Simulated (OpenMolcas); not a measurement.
Computed levels of 2s2 2p2 in ions with 6 electrons, in cm-1 above 3P0.

```
Program             : OpenMolcas 26.06
Method              : RASSCF
Basis               : ANO-R2
Scalar Hamiltonian  : X2C, finite nucleus
Spin-orbit coupling : RASSI with atomic mean-field integrals over the reference wave functions, term energies averaged over their components
```

Active space for each ion: 4 electrons in 9 orbitals (RAS2 2s 2p; RAS3 3d, at most 2 electrons).

```csv
Level,N+,F3+,Ne4+
3P1,43.6,212,387
3P2,130,621,1118
1D2,17497,27357,32412
1S0,36492,57114,67394
```

**Question.** Estimate 3P2, 1D2, 1S0 for O2+ from its neighbours N+ and F3+.

**Answer.** 3P2 is fine structure, which grows about as the fourth power of a screened charge, so the fourth roots are averaged: ((130^0.25 + 621^0.25) / 2)^4 = 307. The calculation gives 302, so the estimate is off by +1.7 %.
1D2 is another term, which grows about linearly with the charge: (17497 + 27357) / 2 = 22427. The calculation gives 22314, so the estimate is off by +0.5 %; the measured value is 20273 (Moore, Selected Tables of Atomic Spectra, NSRDS-NBS 3, section 11).
1S0 is another term, which grows about linearly with the charge: (36492 + 57114) / 2 = 46803. The calculation gives 46589, so the estimate is off by +0.5 %; the measured value is 43186 (Moore, Selected Tables of Atomic Spectra, NSRDS-NBS 3, section 11).

Active for correlation alone: 3d; no level in the range computed is led by a configuration that fills it, so any true level of that kind is missing. Without dynamic correlation excited terms often stand tens of per cent too high (terms of higher spin than the ground term too low), and those without a measured partner can miss by more than the paired ones (holds for N+). Computed and measured levels are paired by configuration, term and J; levels that our copy of the source lacks, or whose pairing is in doubt (as where it misses far off the trend of its configuration), stay unpaired and out of the deviations. Levels of configurations outside the active space are missing.
